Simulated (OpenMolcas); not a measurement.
**Rh III: effect of the IPEA shift**

```json
{
 "Program": "OpenMolcas",
 "Basis": "ANO-RCC-VTZP [7s6p4d2f1g]",
 "Scalar Hamiltonian": "DKH2, point nucleus",
 "Active space": "7 electrons in 10 orbitals (4d 5d)",
 "State averaging": "2S+1 = 4 even, 10 roots; 2S+1 = 2 even, 40 roots",
 "Spin-orbit coupling": "RASSI with atomic mean-field integrals over the reference wave functions, term energies averaged over their components"
}
```

Methods on the same reference wave functions:
A. CASSCF
B. MS-CASPT2, IPEA 0 Eh, imaginary shift 0.1 Eh (closed shells correlated: 4s 4p)
C. MS-CASPT2, IPEA 0.25 Eh, imaginary shift 0.1 Eh (closed shells correlated: 4s 4p)

Energies in eV above 4d7 4F 9/2, the measured ground level; measured values from the list in Shadmi, J. Res. Natl. Bur. Stand. 70A, 435 (1966).

```
               Level       A       B       C  Measured
          4d7 4F 9/2  0.0000  0.0000  0.0000    0.0000
          4d7 4F 7/2  0.2527   0.258   0.256    0.2663
          4d7 4F 5/2  0.4180   0.418   0.417    0.4322
          4d7 4F 3/2  0.5240   0.518   0.519    0.5359
          4d7 4P 5/2  1.8016   1.321   1.393    1.3716
          4d7 4P 3/2  1.8101   1.303   1.388    1.3635
          4d7 2G 9/2  1.8989   1.553   1.662          
          4d7 4P 1/2  1.9752   1.485   1.562          
          4d7 2G 7/2  2.1545   1.798   1.913          
   4d7 2P 3/2 [54 %]  2.4818   1.922   2.037          
         4d7 2H 11/2  2.5084   2.171   2.247          
       4d7 2D 5/2(1)  2.7421   2.222   2.346          
          4d7 2P 1/2  2.7543   2.159   2.280          
          4d7 2H 9/2  2.7587   2.420   2.500          
4d7 2D 3/2(1) [70 %]  3.1806   2.622   2.759          
          4d7 2F 5/2  4.1584   3.299   3.429          
          4d7 2F 7/2  4.2857   3.433   3.562          
       4d7 2D 3/2(2)  6.4551   5.431   5.492          
       4d7 2D 5/2(2)  6.6001   5.553   5.632
```

Deviations, from unrounded energies. A percentage is the sum of absolute deviations over the sum of measured energies, with the sign that they share, or ± where signs differ.

```json
{"Against measurement": "mean absolute deviation (cm-1)", "Levels": "5", "A": "1500", "B": "240", "C": "140"}
{"Against measurement": "fine structure of the ground term (%)", "Levels": "3", "A": "-3.2", "B": "-3.2", "C": "-3.4"}
{"Against measurement": "other terms of the ground configuration (%)", "Levels": "2", "A": "+32.1", "B": "-4.0", "C": "+1.7"}
```

C lies closest to measurement on these levels and A furthest from it. The largest miss of C in the table is 4d7 4P 3/2, by +200 cm-1. The ranking rests on the paired levels alone, and a cruder setting can come out closer through cancelling errors.

Between B and C the level of the table that moves most is 4d7 2D 3/2(1) [70 %], by 1100 cm-1 (lowest in B, highest in C). Moves below CASPT2's spread within the term are not significant.

The mean deviations of B to C differ by less than CASPT2's widest spread within a term (860 cm-1), so their order carries little weight.

From A to B the spin-free energies of the other terms of 4d7 shown, above 4F, scale by factors of 0.70 to 0.85, as is usual when dynamic correlation screens the repulsion within a d or f shell.

The lowest spin-free term lies below A's lowest term by 0.434 hartree in B, 0.426 hartree in C.

CASPT2 does not keep the components of a term degenerate, so their means are used; among the terms shown or strongly mixed into the levels shown the widest spread is 860 cm-1 (4d7 4F, C). Active for correlation alone: 5d; no level in the range computed is led by a configuration that fills it, so any true level of that kind is missing. Without dynamic correlation excited terms often stand tens of per cent too high (terms of higher spin than the ground term too low), and those without a measured partner can miss by more than the paired ones (holds for A). The CASPT2 spread within a term exceeds the gap to the next term for 4d7 2H and 4d7 2D(1), so the order of their levels is uncertain (holds for B; C). Measured partners are found by configuration, term and J. A level has none where our copy of the source lacks it or the pairing is in doubt (some pairs that miss far off the trend of their configuration count as doubtful), and it then counts in no deviation. Only configurations of the active space appear.

A share in square brackets marks a mixed level and gives the weight of the term that names it, the lowest over the columns. A number in round brackets counts repeated terms of one configuration in the order of the reference energies.
